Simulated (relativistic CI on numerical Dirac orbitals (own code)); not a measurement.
## Hyperfine structure of S III, mass number 33

Computed by Dirac-Coulomb-Breit CI, orbitals from a KLI potential per configuration, model QED (radiative potential, 1s self-energy scaled to tabulated hydrogen-like ionisation energies), valence Slater integrals scaled by 0.85, P86 correlation energy added to each configuration (own radial code, finite nucleus).

CI space (outside the closed core [Ne]): 3s2 3p2, 3s 3p3, 3s2 3p 3d, 3p4, 3s 3p2 3d, 3s2 3p 4s, 3s2 3p 4p, 3s2 3p 4d, 3s2 3p 5s, 3s2 3p 4f, 3s2 3d 4p, 3s2 3p 5p, 3s2 3d2, 3s 3d3, 3p2 3d2, 3p 3d3, 3p 3d2 4s, 3p 3d2 4p, 3p 3d2 4d, 3s2 3d 4s, 3s 3d2 4s, 3s2 4s2, 3s 3d 4s2. Double excitations out of closed p, d and f shells are left out; levels of such configurations are missing from the list, as are those of other unlisted configurations, and high levels can miss mixing partners. These lack a partner that the ground configuration has and come out too high: 3s2 3p 5s, 3s2 3p 4f, 3s2 3p 5p.

Nuclear spin I = 3/2, μ = 0.64325 μN, Q = -0.0694 b (tables of Stone and Pyykkö). The electronic factors are computed for point nuclear moments, without core polarisation; leaving it out makes A of s and p electrons in near-neutral atoms 20 to 40 % too small, and it can dominate for d and f shells.

```tsv
Level	E (cm⁻¹)	A (MHz)	B (MHz)
3s2 3p2 3P_1	290.9	15.64	-22.7
3s2 3p2 3P_2	812.0	199.6	45.7
3s2 3p2 1D_2	11794.9	281.3	-89.7
3s 3p3 5S°_2	62727.1	907.2	0.00629
3s 3p3 3D°_1	91484.1	-575	0.112
3s 3p3 3D°_2	91510.0	410.5	-1.16
3s 3p3 3D°_3	91561.9	727.2	7.15
3s 3p3 3P°_2	105638.4	849.9	3.7
```

Levels with J = 0, under 50 % of one LS term, or S terms without an open s electron are left out. Small factors come from cancelling terms and can be off by tens of per cent or more.

For a near-neutral ion this model can misplace configurations by up to about 10,000 cm⁻¹ (more where the count of f electrons changes) and terms by 10 to 25 % of their spread. Rates follow the energies as ν³ (E1, M1) or ν⁵ (E2), so they and the lifetimes can be off by large factors. The fine structure of a lone outer electron comes out too small, for d and f at times inverted, and misplaced configurations move strength between like terms. 51 of the 56 excited levels that our extract of the measured tables holds in this range could be paired (the sources list more); they are missed by 9927 cm⁻¹ on average and 15973 at most, and levels without a partner can miss by more.

Question: Give the hyperfine levels of 3s2 3p2 3P_2 relative to its centre of gravity.

Answer: With K = F(F + 1) − I(I + 1) − J(J + 1), E = AK/2 + B[¾K(K + 1) − I(I + 1)J(J + 1)]/[2I(2I − 1)J(2J − 1)]: F = 1/2: -858.1, F = 3/2: -598.7, F = 5/2: -128.4, F = 7/2: 610.2 MHz.

LS names give the leading component of a level, which can be under half, so a name can repeat, a term be missing and a line seem to break the LS rules.
